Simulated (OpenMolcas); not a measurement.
An OpenMolcas run meant for Ir I (ANO-R2, X2C; inactive shells 1s 2s 2p 3s 3p 3d 4s 4p 4d 4f 5s 5p; intended active space 9 electrons in 6 orbitals (5d 6s)). One step of its input:

```
&CASPT2
Multistate=20 1 2 3 4 5 6 7 8 9 10 11 12 13 14 15 16 17 18 19 20
Frozen=14 16
IPEA=0.25
Imaginary=0.1
MaxIter=60
WThr=0.0 0.3 0.05
PrWF=0.5
NoMix
Deleted=18 17
```

The run finished. Its levels beside those of a sound run (MS-CASPT2, IPEA 0.25 Eh, imaginary shift 0.1 Eh (closed shells correlated: 5s 5p)), in cm⁻¹ above each run's lowest level:

```csv
Level,This run,Usual run
5d⁷ 6s² ⁴F_9/2,0.0,0.0
5d⁸ 6s ⁴F_9/2,7496,5331
5d⁷ 6s² ⁴F_7/2,6533,6616
5d⁸ 6s ⁴F_7/2 [69 %],11413,9085
5d⁷ 6s² ²P_1/2 [68 %],14953,13598
5d⁷ 6s² ²G_9/2 [67 %],16346,14687
```

Problem. Which setting is unsound, and how much does it matter here?

Solution. Nearly half of the orbitals are deleted from the virtual space, which removes much of the correlation energy. Against the sound run the excited levels shown move by 1500 cm-1 on average and by 2300 cm-1 at most.

Term energies are means over components that CASPT2 splits; among the terms shown or strongly mixed into the levels shown the widest spread is 1200 cm-1 (5d⁸ 6s ²F, the sound run). Some high roots are left out of the spin-orbit mixing, which shifts the levels that they would mix with. Configurations are named by rounded mean occupations; where the s occupation lies near a half they are strongly mixed, a name can repeat and a true partner stay unpaired. A single d shell beside an s shell can misplace configurations of different d count against each other. Some levels mix across a computed gap that differs much from the measured one, so their mixing is not that of the real levels (holds for the sound run). The CASPT2 spread within a term exceeds the gap to the next term for 5d⁷ 6s² ⁴P and 5d⁸ 6s ²F, 5d⁸ 6s ²F and 5d⁷ 6s² ²G, so the order of their levels is uncertain (holds for the sound run). Some terms miss by over 15 % even with CASPT2, which points to a basis or an active space too small for the shells correlated (holds for this run). Only configurations of the active space appear.

A share in square brackets marks a mixed level and gives the weight of the term that names it, the lowest over the columns.
